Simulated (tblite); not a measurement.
C₂H₁₀ClNSi₃.
Numbering: `[CH2:1]=[CH:2][Si@@H:3]([Cl:4])[SiH2:5][NH:6][SiH3:7]` (hydrogens: H8, H9 on C1; H10 on C2; H11 on Si3; H12, H13 on Si5; H14 on N6; H15, H16, H17 on Si7)

Computed with GFN2-xTB (tblite), gas phase: L-BFGS steps from a force-field or distance-geometry start until the largest atomic force falls under 0.01 eV/Å.

Step 15: E = -600.8630 eV
```
atom  x, y, z in Å  |  force x, y, z in eV/Å
C1     -3.2602    0.9437   -0.1997   -0.017  -0.018  -0.005
C2     -1.9931    0.6633    0.0640   -0.025  -0.017   0.041
Si3    -0.7109    0.0616   -1.1907   -0.022  -0.063  -0.019
Cl4     0.1684    1.7402   -1.9388    0.101   0.103   0.008
Si5     0.8208   -1.4817   -0.3993   -0.012  -0.060  -0.036
N6      1.4927   -1.0201    1.1346    0.045  -0.018  -0.003
Si7     2.4212    0.4269    1.3853    0.019   0.076   0.041
H8     -3.9452    1.3055    0.5542    0.025  -0.022  -0.017
H9     -3.6773    0.8238   -1.1867    0.027   0.004  -0.011
H10    -1.6519    0.7974    1.0844    0.049   0.021   0.009
H11    -1.4265   -0.4521   -2.3676   -0.090  -0.046   0.020
H12     1.9131   -1.6836   -1.3714   -0.030  -0.030   0.013
H13     0.2052   -2.7932   -0.1555    0.004   0.015   0.022
H14     1.6754   -1.7748    1.7797   -0.021   0.104  -0.094
H15     2.8709    0.4247    2.7757   -0.036  -0.068   0.030
H16     1.5096    1.5343    1.1114   -0.013   0.034  -0.004
H17     3.5807    0.4963    0.4900   -0.003  -0.013   0.004
```

Step 16: E = -600.8656 eV
```
atom  x, y, z in Å  |  force x, y, z in eV/Å
C1     -3.2588    0.9436   -0.1979   -0.002  -0.040  -0.019
C2     -1.9924    0.6602    0.0659   -0.035   0.017   0.029
Si3    -0.7092    0.0594   -1.1889   -0.049  -0.016  -0.077
Cl4     0.1746    1.7404   -1.9394    0.069   0.050   0.033
Si5     0.8214   -1.4842   -0.4019   -0.013  -0.082  -0.058
N6      1.4983   -1.0194    1.1271    0.036   0.025  -0.010
Si7     2.4223    0.4285    1.3855    0.051   0.107   0.045
H8     -3.9474    1.3043    0.5519    0.028  -0.007   0.019
H9     -3.6736    0.8231   -1.1840    0.002  -0.006  -0.071
H10    -1.6540    0.7998    1.0851    0.080   0.008   0.050
H11    -1.4318   -0.4514   -2.3660   -0.063  -0.030   0.051
H12     1.9081   -1.6913   -1.3789   -0.022  -0.026   0.015
H13     0.2058   -2.7956   -0.1547    0.004   0.023   0.024
H14     1.6651   -1.7680    1.7808   -0.002   0.051  -0.054
H15     2.8689    0.4204    2.7793   -0.050  -0.066  -0.009
H16     1.5093    1.5370    1.1125    0.004   0.015   0.004
H17     3.5863    0.5055    0.4932   -0.037  -0.021   0.027
```

Step 17: E = -600.8681 eV
```
atom  x, y, z in Å  |  force x, y, z in eV/Å
C1     -3.2574    0.9427   -0.1964    0.008  -0.052  -0.028
C2     -1.9918    0.6576    0.0690   -0.019   0.040   0.012
Si3    -0.7085    0.0569   -1.1878   -0.057   0.037  -0.098
Cl4     0.1829    1.7401   -1.9396    0.030  -0.010   0.059
Si5     0.8224   -1.4888   -0.4063   -0.010  -0.057  -0.049
N6      1.5055   -1.0179    1.1178    0.031   0.062  -0.033
Si7     2.4247    0.4321    1.3861    0.047   0.096   0.032
H8     -3.9492    1.3027    0.5498    0.028   0.003   0.043
H9     -3.6694    0.8218   -1.1827   -0.014  -0.015  -0.103
H10    -1.6550    0.8024    1.0875    0.093  -0.006   0.063
H11    -1.4388   -0.4502   -2.3631   -0.047  -0.019   0.060
H12     1.9012   -1.7021   -1.3891   -0.005  -0.023   0.013
H13     0.2070   -2.7982   -0.1533   -0.005   0.011   0.031
H14     1.6515   -1.7593    1.7827    0.016   0.015  -0.026
H15     2.8653    0.4142    2.7827   -0.054  -0.059  -0.027
H16     1.5094    1.5403    1.1143    0.017   0.005   0.011
H17     3.5932    0.5177    0.4982   -0.060  -0.029   0.041
```

Step 18: E = -600.8708 eV
```
atom  x, y, z in Å  |  force x, y, z in eV/Å
C1     -3.2560    0.9407   -0.1955    0.011  -0.052  -0.031
C2     -1.9910    0.6553    0.0727    0.010   0.058  -0.008
Si3    -0.7088    0.0546   -1.1884   -0.045   0.079  -0.075
Cl4     0.1930    1.7396   -1.9380   -0.009  -0.065   0.077
Si5     0.8235   -1.4939   -0.4119   -0.011  -0.001  -0.024
N6      1.5139   -1.0150    1.1072    0.023   0.091  -0.070
Si7     2.4279    0.4377    1.3866    0.016   0.053   0.014
H8     -3.9504    1.3006    0.5482    0.030   0.006   0.047
H9     -3.6646    0.8201   -1.1832   -0.019  -0.021  -0.100
H10    -1.6540    0.8053    1.0910    0.087  -0.023   0.046
H11    -1.4485   -0.4495   -2.3586   -0.039  -0.009   0.048
H12     1.8931   -1.7154   -1.4006    0.021  -0.018   0.004
H13     0.2087   -2.8000   -0.1511   -0.022  -0.015   0.041
H14     1.6367   -1.7488    1.7837    0.034  -0.010   0.000
H15     2.8594    0.4054    2.7856   -0.049  -0.046  -0.024
H16     1.5098    1.5445    1.1171    0.026   0.007   0.015
H17     3.6003    0.5309    0.5049   -0.064  -0.032   0.040
```

Question: Estimate the geometry and energy of step 19. (The exact step hangs on the optimiser's Hessian estimate; all steps are aligned on step 18, rigid shifts and turns removed.)

Answer: E = -600.8736 eV, largest force 0.142 eV/Å
```
atom  x, y, z in Å  |  force x, y, z in eV/Å
C1     -3.2545    0.9378   -0.1954    0.010  -0.040  -0.025
C2     -1.9896    0.6540    0.0760    0.037   0.067  -0.025
Si3    -0.7101    0.0535   -1.1909   -0.022   0.092  -0.019
Cl4     0.2030    1.7387   -1.9335   -0.038  -0.096   0.078
Si5     0.8243   -1.4972   -0.4170   -0.021   0.050  -0.007
N6      1.5216   -1.0106    1.0971    0.008   0.097  -0.104
Si7     2.4305    0.4440    1.3868   -0.025   0.002   0.003
H8     -3.9504    1.2982    0.5475    0.035   0.000   0.029
H9     -3.6600    0.8182   -1.1856   -0.011  -0.025  -0.061
H10    -1.6505    0.8077    1.0941    0.063  -0.037   0.008
H11    -1.4601   -0.4503   -2.3531   -0.035   0.000   0.023
H12     1.8858   -1.7285   -1.4100    0.044  -0.012  -0.007
H13     0.2106   -2.8005   -0.1478   -0.038  -0.036   0.050
H14     1.6251   -1.7382    1.7825    0.046  -0.026   0.020
H15     2.8517    0.3952    2.7873   -0.035  -0.029  -0.003
H16     1.5103    1.5493    1.1203    0.027   0.020   0.016
H17     3.6054    0.5409    0.5116   -0.046  -0.027   0.024
```

The energy changes by -0.0027 eV. The first-order estimate −F·Δx gives -0.0038 eV and the mean of the old and new forces, exact on a quadratic surface, -0.0028 eV. The step makes an angle of 72° with the force vector and moves no atom by more than 0.018 Å.

What follows is the cost of the whole relaxation. On an Arm Neoverse N1 with one thread, no GPU, on a shared host, this took 4.6 s wall.
